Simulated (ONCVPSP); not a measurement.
## Scattering properties, ONCV potential for silver (Ag)

```json
{"Element": "Ag", "Generator": "ONCVPSP 4.0.1", "Type": "optimised norm-conserving Vanderbilt (ONCV)", "Functional": "PBE", "Relativity": "scalar-relativistic", "Frozen core": "[Ar] 3d10", "Valence charge": "19", "Reference configuration": "4s2 4p6 4d10 5s1", "Partial waves": "4s+5s: rc 1.35 bohr, ncon 3, nbas 7, qcut 8.4 1/bohr, 2 projectors; 4p: rc 1.10 bohr, ncon 3, nbas 7, qcut 9.1 1/bohr, 1 projector; 4d: rc 1.60 bohr, ncon 3, nbas 8, qcut 8.6 1/bohr, 2 projectors, debl 3.4 Ha", "Local potential": "polynomial inside 0.80 bohr (lpopt 3, dvloc0 0 Ha)", "Core correction": "polynomial model core, fcfact 0.35"}
```

The phase is arctan(r·R′/R) of the radial function R(r), unwrapped; energies in Ha, scanned from -5 to 5 Ha. A pole is an energy at which the radial function vanishes at the test radius. The pseudo phase is shifted by a multiple of π to meet the all-electron one at the reference energy, and phase errors are pseudo minus all-electron; the curves can meet again beyond the range given. Levels narrower than the energy grid can be missing from the lists of poles.

Question: For each channel, where are the poles, and over which energies does the pseudopotential scatter like the atom?

Answer:

```json
{"channel": "s", "radius (bohr)": "1.37", "reference energy (Ha)": "-0.16", "poles, all-electron": "-2.53", "poles, pseudo": "-2.53", "unbroken range about the reference energy with phases within 0.05 rad": "below 5.0", "phase error 1 Ha above the reference energy (rad)": "-0.000"}
{"channel": "p", "radius (bohr)": "1.12", "reference energy (Ha)": "-2.15", "poles, all-electron": "1.64", "poles, pseudo": "1.27", "unbroken range about the reference energy with phases within 0.05 rad": "below 2.6", "phase error 1 Ha above the reference energy (rad)": "-0.002"}
{"channel": "d", "radius (bohr)": "1.62", "reference energy (Ha)": "-0.27", "poles, all-electron": "0.75", "poles, pseudo": "0.75", "unbroken range about the reference energy with phases within 0.05 rad": "the whole range", "phase error 1 Ha above the reference energy (rad)": "+0.000"}
```

Phases in the s channel:

| E (Ha) | all-electron | pseudo |
| --- | --- | --- |
| -4.96 | 0.619 | 0.618 |
| -4.48 | -0.097 | -0.097 |
| -4.00 | -0.922 | -0.922 |
| -3.52 | -1.296 | -1.296 |
| -3.04 | -1.467 | -1.467 |
| -2.56 | -1.566 | -1.566 |
| -2.08 | -1.634 | -1.634 |
| -1.60 | -1.689 | -1.689 |
| -1.12 | -1.738 | -1.738 |
| -0.64 | -1.786 | -1.786 |
| -0.16 | -1.838 | -1.838 |
| 0.32 | -1.898 | -1.898 |
| 0.80 | -1.974 | -1.975 |
| 1.28 | -2.077 | -2.078 |
| 1.76 | -2.228 | -2.230 |
| 2.24 | -2.465 | -2.471 |
| 2.72 | -2.838 | -2.857 |
| 3.20 | -3.327 | -3.362 |
| 3.68 | -3.757 | -3.799 |
| 4.16 | -4.040 | -4.083 |
| 4.64 | -4.216 | -4.261 |
